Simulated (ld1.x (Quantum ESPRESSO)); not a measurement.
## Bi: one change to a TM potential, before and after

Bi, norm-conserving Troullier–Martins (Kleinman–Bylander form), made with ld1.x (Quantum ESPRESSO) 7.5 (PBE, scalar-relativistic). Core [Xe] 4f14 5d10, reference 6s2 6p3. Waves: 6p (bound): rc 1.75 bohr; 6d channel at 0.2 Ry: rc 1.55 bohr; 6s (bound): rc 1.75 bohr. Local part: the s channel. Core correction: a·sin(br)/r model core inside 1.35 bohr.

Change: core correction a·sin(br)/r model core inside 0.84 bohr.

Cutoffs: the cutoffs (Ry, on a coarse ladder) from which the occupation-weighted sum of valence levels, in a spherical-Bessel basis at the reference potential, stays within 10 and 1 mRy of its value at 400 Ry; they do not see the model core or the augmentation charge, which bear on the density cutoff. Errors are all-electron minus pseudo energies relative to the spin-unpolarised reference configuration.

Task: Predict the effect on cutoff, ghosts and configuration errors.

Result: The potential gets neither clearly harder nor softer (45 Ry and 100 Ry → 45 Ry and 100 Ry); both files keep a bound ghost (p); the errors of the 7 common tests hardly move. A model core, the more so a compact one, raises the density cutoff, which this test does not measure.

```csv
quantity,base,changed
"cutoff, loose",45 Ry,45 Ry
"cutoff, tight",100 Ry,100 Ry
bound ghosts,p,p
"error for 6s2 6p2, meV [ΔE 7.91 eV]",-12,-12
"error for 6s2 6p1, meV [ΔE 23.16 eV]",-79,-79
"error for 6s2 6p0, meV [ΔE 46.50 eV]",-281,-282
"error for 6s1 6p3, meV [ΔE 18.73 eV]",-58,-58
"error for 6s2 6p2.5, meV [ΔE 3.10 eV]",-2.8,-2.9
"error for 6s1 6p0, meV [ΔE 91.91 eV]",-922,-924
"error for 6s2 6p3.3, meV [ΔE -1.09 eV]",+0.3,+0.3
s: phases at 1.89 bohr within 0.05 rad from the reference energy up to (Ry; the scan ends near 5),3.7,3.7
p: phases at 1.89 bohr within 0.05 rad from the reference energy up to (Ry; the scan ends near 5),0.8,0.8
d: phases at 1.89 bohr within 0.05 rad from the reference energy up to (Ry; the scan ends near 5),2.8,2.8
```

 A true bound ghost makes a file unfit for plane-wave use even where its test errors are small: the radial tests pick states by their node count and pass the ghost by.
